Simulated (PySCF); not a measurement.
C5H11FOSi.
Numbering: `[CH3:1][O:2][SiH2:3][C@@H:4]1[CH2:5][CH2:6][C@@H:7]1[F:8]` (hydrogens: H9, H10, H11 on C1; H12, H13 on Si3; H14 on C4; H15, H16 on C5; H17, H18 on C6; H19 on C7)

Method used: PySCF, PBE0-D3(BJ)/def2-SVP geometry optimisation, gas phase.

What internal coordinates does the optimisation give?

```tsv
bond	length (Å)	order
C1–O2	1.397	single
O2–Si3	1.668	single
Si3–C4	1.878	single
C4–C5	1.551	single
C5–C6	1.542	single
C6–C7	1.528	single
C7–F8	1.376	single
C4–C7	1.532	single
C1–H9, C1–H10, C1–H11	1.105	single
Si3–H12	1.498	single
Si3–H13	1.495	single
C4–H14	1.102	single
C5–H15	1.100	single
C5–H16	1.100	single
C6–H17	1.100	single
C6–H18	1.099	single
C7–H19	1.103	single
```

Bonds in one row agree within 0.01 Å and their mean is given. Orders are formal, as drawn. A selection of angles:
```tsv
angle	degrees
C1–O2–Si3	124.0
O2–Si3–C4	104.7
Si3–C4–C5	113.8
Si3–C4–C7	113.7
C5–C4–C7	87.6
C4–C5–C6	88.7
C5–C6–C7	88.1
C6–C7–F8	116.5
C4–C7–C6	90.0
C4–C7–F8	116.2
```

Torsions: C1–O2–Si3–C4 176° (antiperiplanar); O2–Si3–C4–C5 -67° (synclinal); Si3–C4–C5–C6 -97° (anticlinal); C4–C5–C6–C7 -18° (synperiplanar); C5–C6–C7–F8 137° (anticlinal); Si3–C4–C7–C6 97° (anticlinal).

Of the pairs four or more bonds apart, Si3···H17 is among the closest relative to their van der Waals radii: 3.24 Å, 98 % of the sum of Bondi's values. Si3 (oxygen-bound silicon) is distorted tetrahedral (angles from 104.7° to 111.8°). The 4-membered ring C4–C5–C6–C7 has internal angles of 87.6° to 90.0° (sum 354°, against 360° for a flat polygon); it is puckered, 0.12 Å rms from its mean plane, widest ring torsion 18°. The C–C distances run from 1.528 Å (C6–C7, drawn single) to 1.551 Å (C4–C5, drawn single), a spread of 0.023 Å. O2 (silyl ether oxygen) is bent (angle 124.0°).

Point group: C1 (no symmetry element, even within 0.4 Å). Not checked by PBE0-D3(BJ)/def2-SVP frequencies. The numbers are those of one conformer.
